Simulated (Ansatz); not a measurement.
Geometry optimisation, RKS PBE/def2-SVP (Ansatz).

Input file:

```yaml
crystal:
  periodic: [false, false, false]
  atoms:
    - { symbol: Zn, position_ang: [0.0, 0.0, 0.0] }
    - { symbol: O, position_ang: [0.0, 0.0, 2.14] }
    - { symbol: H, position_ang: [-0.9095, -0.2814, 2.4771] }
    - { symbol: Cl, position_ang: [0.0, 0.0, -2.24] }
    - { symbol: H, position_ang: [1.7115, 0.4692, 0.5897] }
    - { symbol: H, position_ang: [1.3241, 0.363, 1.5381] }
basis:
  gaussian: { orbitals: def2-SVP }
hamiltonian:
  xc: pbe
relax:
  f_tol: 0.15
  max_steps: 25
  restrain:
    - { distance: [0, 4], at: 2.77, k: 30.0 }
    - { distance: [5, 1], at: 2.21, k: 30.0 }
    - { distance: [0, 1], at: 1.79, k: 30.0 }
    - { distance: [5, 4], at: 0.66, k: 30.0 }
```

Run as:

```bash
$ ansatz run input.yaml --threads 1 --pin off --max-ram 2048MiB --backend cpu --events-out ev --progress --plain --runs-dir out
```

Question: Where does it end, and by what steps?

Answer: The run converged. The restraints hold the end off the free minimum. After 7 steps the energy has fallen by 1.476 eV (the restraints' own energy left out); H5 moved furthest, 0.64 Å. Joined: H5–H6 (1.03 → 0.72 Å).

```
step  energy less start (eV)  largest force component (eV/Å)  accepted
   0                  0.0000                           2.359       yes
   1                 -0.7777                           2.924       yes
   2                 -1.0175                           2.709       yes
   3                 -1.3706                           2.352       yes
   4                 -1.3715                           2.587       yes
   5                 -1.4840                           0.342        no
   6                 -1.4696                           1.331       yes
   7                 -1.4756                           1.364       yes
```

```xyz
6
Properties=species:S:1:pos:R:3
Zn -0.300 -0.086 0.109
O -0.285 -0.082 1.897
H -1.133 -0.338 2.302
Cl -0.211 -0.058 -1.995
H 2.272 0.633 0.840
H 1.783 0.483 1.352
```

The run took 19 s on 1 thread of Arm Neoverse V2 (shared host), peak memory 0.14 GiB.
